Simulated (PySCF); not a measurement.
# Magnetic susceptibility: `C(C)#C/C(F)=C\OC`, C₆H₇FO

Molfile (atoms numbered from 1):
```
C6H7FO
     RDKit          3D

 15 14  0  0  0  0  0  0  0  0999 V2000
    2.6901   -1.0191    0.0128 C   0  0  0  0  0  0  0  0  0  0  0  0
    1.5956   -0.0907    0.1580 C   0  0  0  0  0  0  0  0  0  0  0  0
    0.6369    0.6303    0.2679 C   0  0  0  0  0  0  0  0  0  0  0  0
   -0.3817    1.5918    0.4179 C   0  0  0  0  0  0  0  0  0  0  0  0
    0.0888    2.8601    0.6410 F   0  0  0  0  0  0  0  0  0  0  0  0
   -1.7143    1.4730    0.3793 C   0  0  0  0  0  0  0  0  0  0  0  0
   -2.4907    0.3901    0.1824 O   0  0  0  0  0  0  0  0  0  0  0  0
   -1.8664   -0.8567   -0.0242 C   0  0  0  0  0  0  0  0  0  0  0  0
    3.2365   -1.1023    0.9523 H   0  0  0  0  0  0  0  0  0  0  0  0
    2.3116   -2.0026   -0.2656 H   0  0  0  0  0  0  0  0  0  0  0  0
    3.3727   -0.6705   -0.7620 H   0  0  0  0  0  0  0  0  0  0  0  0
   -2.3156    2.3607    0.5218 H   0  0  0  0  0  0  0  0  0  0  0  0
   -2.6751   -1.5729   -0.1610 H   0  0  0  0  0  0  0  0  0  0  0  0
   -1.2329   -0.8392   -0.9148 H   0  0  0  0  0  0  0  0  0  0  0  0
   -1.2599   -1.1439    0.8385 H   0  0  0  0  0  0  0  0  0  0  0  0
  1  2  1  0
  2  3  3  0
  3  4  1  0
  4  5  1  0
  4  6  2  0
  6  7  1  0
  7  8  1  0
  1  9  1  0
  1 10  1  0
  1 11  1  0
  6 12  1  0
  8 13  1  0
  8 14  1  0
  8 15  1  0
M  END
```

Computed with PySCF, GIAO B3LYP/pcSseg-1 magnetisability, rotational g tensor and spin-rotation constants, non-relativistic, gas phase. Geometry: GFN2-xTB.

Question: How diamagnetic is it, and how anisotropic?

Answer: Isotropic -1085 × 10⁻³⁰ J/T², or -65.3 × 10⁻⁶ cm³/mol; principal values -1182, -1060, -1013 × 10⁻³⁰ J/T², anisotropy 151 × 10⁻³⁰ J/T² (root of half the summed squared differences of the principal values). The susceptibility is in cgs units.

Question: Split it along the inertial axes a, b, c into diamagnetic and paramagnetic parts about the centre of mass, with the quadrupole moment.

Answer: 
```csv
axis,χ (10⁻⁶ cm³/mol),diamagnetic (10⁻⁶ cm³/mol),paramagnetic (10⁻⁶ cm³/mol),summed x² of all electrons (Å²),quadrupole Θ (D Å)
a,-69.0,-538.5,469.5,211.1,+6.80
b,-66.0,-951.4,885.5,113.8,-2.60
c,-61.0,-1378.5,1317.4,13.1,-4.20
```
Anisotropies 2χaa − χbb − χcc = -11.1 and 2χbb − χaa − χcc = -1.9 × 10⁻⁶ cm³/mol. Θ is traceless in Buckingham's convention.

Question: And the rotational g tensor?

Answer: 
| axis | rotational constant (GHz) | g | nuclear part | electronic part |
| --- | --- | --- | --- | --- |
| a | 2.5791 | -0.0179 | 0.5510 | -0.5688 |
| b | 1.4060 | -0.0081 | 0.5768 | -0.5849 |
| c | 0.9205 | -0.0070 | 0.5627 | -0.5697 |

Asymmetric top; isotopes 12C, 19F, 1H, 16O; no vibrational averaging.
